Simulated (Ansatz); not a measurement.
`[NH2][Y]([NH2])[NH2]` + `F[SiH](F)Cl` → `[NH2][Y]([NH2])[Cl]` + `N[SiH](F)F`  (redistribution)

Computed with Ansatz on PBE0-D4/def2-TZVP structures; ΔE is electronic, products minus reactants. CBS: MP2 limit from def2 TZ/QZ plus the TZ coupled-cluster correction, frozen cores. This one scheme is used for every species. DFT in def2-TZVPP. Elements past krypton have def2 core potentials. For Y outer-core shells are correlated without core-valence functions, which leaves a few kJ/mol of doubt a bond. Each species was taken in one conformer, which may not be the lowest.

Q: Is it downhill or uphill in electronic energy at CCSD(T)/CBS, and by how much? (Estimate.)

A: Ansatz gave: Downhill: ΔE = -119.3 kJ/mol.

Q: What do these levels give: r2SCANh-D4, r2SCAN0-D4, PBE0, CCSD(T)/def2-SVP, SCS-MP2/def2-TZVPP, MP2/CBS(def2)? (Estimate.)

A: The calculation gave: r2SCANh-D4 -122.8, r2SCAN0-D4 -126.6, PBE0 -120.4, CCSD(T)/def2-SVP -128.0, SCS-MP2/def2-TZVPP -118.6, MP2/CBS(def2) -117.9 kJ/mol.

Largest T1 diagnostic among the species: 0.012.

From PBE to PBE0 (25 % exact exchange), in def2-TZVPP and without D4, ΔE moves by −10.2 kJ/mol. In def2-TZVPP, CCSD(T) changes the Hartree–Fock value by +26.3 kJ/mol (the triples alone add +3.5 kJ/mol) and MP2 by +27.6 kJ/mol. Leaving LDA and LC-ωPBE aside and taking each functional with its dispersion term where it has one, the values, not all of them listed here, spread over 23.0 kJ/mol, from BHLYP-D4 to revPBE-D4. LDA lies −4.9 kJ/mol from PBE without D4.
